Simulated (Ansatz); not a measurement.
Computed with Ansatz on PBE0-D4/def2-TZVP structures; ΔE is electronic, products minus reactants. CBS: MP2 limit from def2 TZ/QZ plus the TZ coupled-cluster correction, frozen cores. Functionals use def2-TZVPP. Elements past krypton have def2 core potentials. For Sn outer-core shells are correlated without core-valence functions, which leaves a few kJ/mol of doubt a bond. Each species was taken in one conformer, which may not be the lowest.

Consider the redistribution: `C[SiH2][SiH]1C=N1` + `[SiH3][NH][SnH3]` → `C[SiH2][NH][SnH3]` + `[SiH3][SiH]1C=N1`.

`C[SiH2][SiH]1C=N1`:

```xyz
12

C     2.075    0.180    0.531
Si    0.430    0.977    0.116
Si   -1.050   -0.529   -0.858
C    -2.691   -0.822   -0.192
N    -1.896   -1.702    0.250
H     2.745    0.906    0.998
H     2.561   -0.202   -0.369
H     1.934   -0.654    1.222
H     0.631    2.115   -0.824
H    -0.237    1.494    1.342
H    -0.742   -1.074   -2.204
H    -3.759   -0.690   -0.012
```

`[SiH3][NH][SnH3]`:

Z-matrix (Å, degrees):
```
Si
N 1 1.713
H 1 1.489 2 106.5
H 1 1.491 2 112.5 3 119.4
H 1 1.492 2 113.9 3 -119.0
Sn 2 2.025 1 126.8 3 11.2
H 2 1.009 1 118.2 3 -177.9
H 6 1.704 2 107.5 1 -52.1
H 6 1.705 2 105.7 1 -172.3
H 6 1.709 2 109.8 1 67.9
```

`C[SiH2][NH][SnH3]`:

```xyz
13

C    -0.544    0.564    1.602
Si   -0.883    1.094   -0.156
N    -0.237   -0.087   -1.223
Sn    1.261   -1.400   -0.865
H    -0.990   -0.410    1.817
H    -0.966    1.291    2.299
H     0.530    0.505    1.806
H    -0.295    2.455   -0.359
H    -2.351    1.235   -0.381
H    -0.473   -0.007   -2.201
H     1.636   -2.093   -2.376
H     0.708   -2.575    0.243
H     2.605   -0.574   -0.206
```

`[SiH3][SiH]1C=N1`:

Z-matrix (Å, degrees):
```
Si
Si 1 2.322
H 1 1.487 2 110.0
H 1 1.487 2 110.9 3 120.0
H 1 1.485 2 108.1 3 -119.7
C 2 1.793 1 121.6 3 106.7
N 2 1.817 1 117.6 3 154.1
H 2 1.482 1 118.5 3 -59.8
H 6 1.091 2 159.6 1 -84.4
```

```json
{"species": "`C[SiH2][SiH]1C=N1`", "PBE0 energy (Eh)": "-713.77531"}
{"species": "`[SiH3][NH][SnH3]`", "PBE0 energy (Eh)": "-562.59453"}
{"species": "`C[SiH2][NH][SnH3]`", "PBE0 energy (Eh)": "-601.89062"}
{"species": "`[SiH3][SiH]1C=N1`", "PBE0 energy (Eh)": "-674.48067"}
```

Question: Work out ΔE.

Answer: ΔE = (-601.89062) + (-674.48067) − (-713.77531) − (-562.59453) = -0.00145 Eh = -0.9 kcal/mol. CCSD(T)/CBS gives -1.5 kcal/mol.

Largest T1 diagnostic among the species: 0.017.

The D4 term adds −0.7 kcal/mol with B3LYP and −0.4 kcal/mol with PBE0; it sums over pairs of atoms, weighted by their polarisabilities, and B3LYP, whose exchange is more repulsive, gets the larger term. In def2-TZVPP, CCSD(T) changes the Hartree–Fock value by −0.9 kcal/mol (the triples alone add −0.1 kcal/mol) and MP2 by −0.7 kcal/mol.

B3LYP here is the variant with VWN-RPA as its local correlation; programs differ in this.
